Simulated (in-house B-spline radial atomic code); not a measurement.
**PBE0 excitations of neutral palladium**

Method: PBE0. Computed with an all-electron radial atomic-structure program (B-spline basis): linear response of the closed shell [Kr] 4d10 with the functional's adiabatic kernel; scalar-relativistic (spin-free one-electron X2C), finite nucleus, no spin-orbit coupling, no double excitations, S, P, D and F terms only; shells from n = 2 respond. Only terms of natural parity with L up to 3 were computed.

Command:
```bash
python run_td.py task.json out
```
Settings (radii: box in bohr, nucleus in fm):
```
Z                        46
electrons                46
configuration            [Kr] 4d10
hamiltonian              x2c
method                   pbe0
box_radius               4
wall_radius              4
rms_radius               4.5318
intervals                65
```

Cost of the run: 1.4 s on 1 thread of AMD EPYC 9R45 96-Core Processor (Zen 5), on a shared host.

Confined states, up to the first strongly mixed one, which can leave gaps near the end. Labels give the largest channel, * marks a mixed state, and oscillator strengths are full-response dipole values. Semilocal kernels can invert the small singlet-triplet splittings of Rydberg terms. Energies in eV:

```tsv
state	full response	Tamm-Dancoff	oscillator strength
4d → 5s 3D	3.765	3.837	-
4d → 5s 1D	?	?	-
4d → 5p 3P	11.405	11.487	-
4d → 5p 3F	11.741	11.797	-
4d → 5p 1F	12.401	12.405	-
4d → 5p 1P	13.698	13.896	0.904
4d → 5d 3S	26.462	26.567	-
4d → 5d 3D	27.946	27.980	-
4d → 4f 3P	28.559	28.614	-
4d → 5d 1D	28.982	29.016	-
4d → 4f 3F	29.363	29.395	-
4d → 4f 1F	30.32	30.33	-
4d → 4f 1P	34.91	35.84	7.97
4d → 5d 1S	37.03	38.97	-
4d → 6s 3D	46.14	46.16	-
4d → 6s 1D	?	?	-
```

Task: Where does 4d → 5s 1D lie?

Result: At 4.778 eV in full response, 4.820 eV in Tamm-Dancoff.

Task: Where does 4d → 6s 1D lie?

Result: At 46.61 eV in full response, 46.61 eV in Tamm-Dancoff.

Task: How large is the singlet-triplet splitting of 4d → 5s (D terms) in Tamm-Dancoff?

Result: 0.983 eV, from the unrounded values.

Task: What polarisabilities and dispersion coefficient does the method give?

Result: Dipole 9.324 bohr³, quadrupole 53.6 bohr⁵, C6 63.64 hartree·bohr⁶ for two such species.
